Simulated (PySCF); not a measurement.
**[Ce(NH2)2]2+ relaxed at several levels**

Computed with PySCF 2.14.0, PBE0, def2-SVP on the ligands, density fitting, scalar-relativistic core potentials, no spin-orbit coupling, vacuum. Each row is relaxed at its own level from the same template. Distances are means of the shortest metal–ligand contacts, charges and spins Mulliken's; removal energies are rigid, with the ligand's formal charge and no counterpoise, so too large; for an anion taken off a cation in vacuum most of it is the attraction of opposite charges, and multiply charged cations can part far more cheaply with an electron moved from ligand to metal. lcecp potentials hold a fixed number of 4f electrons in the core, out of states, spins and gaps.

```tsv
level	basis on the metal	point group	M–NH2 (Å)	charge on M (e)	HOMO–LUMO gap (eV)	removal of one NH2 (eV)	strongest infrared band, degenerate modes summed (cm⁻¹)	unstable modes (below −25 cm⁻¹)
PBE0	lcecp-2-SVP with ECP46	C2v	2.037	1.78	–	25.76	3387	0
```

Q: What does the calculation give for PBE0, def2-SVP with ECP28?

A: point group: C2v, M–NH2 (Å): 2.026, charge on M (e): 1.63, HOMO–LUMO gap (eV): 4.05, removal of one NH2 (eV): 25.02, unstable modes (below −25 cm⁻¹): 2.
```xyz
7

Ce    0.0000    0.0000   -0.3431
N     1.7200    0.0000    0.7285
H     2.2605   -0.8343    1.0176
H     2.2605    0.8343    1.0176
N    -1.7200    0.0000    0.7285
H    -2.2605    0.8343    1.0176
H    -2.2605   -0.8343    1.0176
```

Members with unstable modes aren't minima as they stand: saddle points kept by symmetry or, where the modes are soft, flat surfaces and noise. Moved off a saddle point of the template and relaxed again: PBE0. One start shape was tried for each, so a minimum needn't be the lowest isomer.
